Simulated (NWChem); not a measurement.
Molecule: C5H6; SMILES C=C=CC=C

```xyz
11

C      0.2132     2.5024     0.0000
C     -0.1566     1.2503     0.0000
C     -0.5262    -0.0139     0.0000
C      0.4012    -1.1452     0.0000
C      0.0150    -2.4287     0.0000
H      0.3750     3.0520     0.9267
H      0.3750     3.0520    -0.9267
H     -1.5923    -0.2484     0.0000
H      1.4613    -0.8976     0.0000
H     -1.0360    -2.7088     0.0000
H      0.7370    -3.2395     0.0000
```
Atoms are numbered in this order, from 1.

All runs: NWChem. Medium grid unless said otherwise, to which SCAN and Minnesota functionals are sensitive. Geometry: optimised at B3LYP/6-31G* (spherical d).

Order these by “highest occupied level (eV)”, lowest first: CAM-B3LYP/def2-TZVP; TPSSh/def2-TZVP; PBE/def2-TZVP; PW6B95/def2-TZVP; B3LYP/def2-TZVP.

CAM-B3LYP/def2-TZVP (-7.91), PW6B95/def2-TZVP (-6.76), B3LYP/def2-TZVP (-6.48), TPSSh/def2-TZVP (-6.08), PBE/def2-TZVP (-5.69)
